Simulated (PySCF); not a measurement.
Ga(H)(Br)(OMe) (CH₄BrGaO), SMILES C[O][GaH][Br]. Geometry optimised at TPSSh-D3(BJ)/def2-SVP. The structure was generated by enumeration; whether it is a known compound was not checked. Other conformers were not sampled.

### Question
Give the equilibrium geometry at TPSSh-D3(BJ)/def2-SVP (PySCF confirms it by a frequency run) as bond lengths and angles, and its point group. (An estimate is asked for; the answer gives what the named calculation found.)

### Answer
This is not unique; one that fits is point group Cs.
Atoms: Ga1 H2 Br3 O4 C5 H6 H7 H8. Bonds (Å): Ga1–H2 1.545, Ga1–Br3 2.301, Ga1–O4 1.774, O4–C5 1.415, C5–H6 1.104, C5–H7 1.104, C5–H8 1.105. Angles (°): H2–Ga1–Br3 123.8, H2–Ga1–O4 120.4, Br3–Ga1–O4 115.8, Ga1–O4–C5 127.0, O4–C5–H6 109.4, O4–C5–H7 109.4, O4–C5–H8 112.8, H6–C5–H7 108.2, H6–C5–H8 108.4, H7–C5–H8 108.4.
